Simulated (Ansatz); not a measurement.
FH4NbO4 (`[OH][Nb]([OH])([OH])([OH])[F]`). The species carries charge 0 and has multiplicity 1. Nb takes the def2 core potential. All single points use the PBE0-D4/def2-TZVP geometry. It is one conformer, not always the lowest.

```xyz
10

O     0.497   -0.537   -1.851
Nb    0.277   -0.174   -0.012
O    -1.027    1.182   -0.275
O     1.565    0.991    0.728
O    -1.139   -0.956    1.039
F     1.224   -1.722    0.515
H    -0.009   -0.165   -2.575
H    -1.924    1.260    0.051
H     1.446    1.919    0.936
H    -0.911   -1.798    1.444
```

Q: What is the dipole moment at PBE/def2-TZVPP? (Estimate.)

A: Computed: 2.97 D, with components (-1.99, 2.15, -0.46) D in this frame, pointing from negative to positive charge.

Q: And with r2SCAN, B3LYP, ωB97M-V? (An estimate is asked.)

A: Ansatz gave: r2SCAN 3.03 D, B3LYP 3.05 D, ωB97M-V 3.02 D.

Q: Give the Mulliken charges with PBE, r2SCAN, ωB97M-V in def2-TZVPP. (Estimate.)

A: Computed: 
| atom | PBE | r2SCAN | ωB97M-V |
| --- | --- | --- | --- |
| O1 | -0.47 | -0.53 | -0.50 |
| Nb2 | 1.37 | 1.61 | 1.58 |
| O3 | -0.45 | -0.52 | -0.49 |
| O4 | -0.47 | -0.53 | -0.50 |
| O5 | -0.48 | -0.54 | -0.51 |
| F6 | -0.36 | -0.40 | -0.40 |
| H7 | 0.21 | 0.22 | 0.20 |
| H8 | 0.22 | 0.24 | 0.21 |
| H9 | 0.21 | 0.22 | 0.20 |
| H10 | 0.20 | 0.22 | 0.20 |

B3LYP here is the variant with VWN-RPA as its local correlation; programs differ in this.
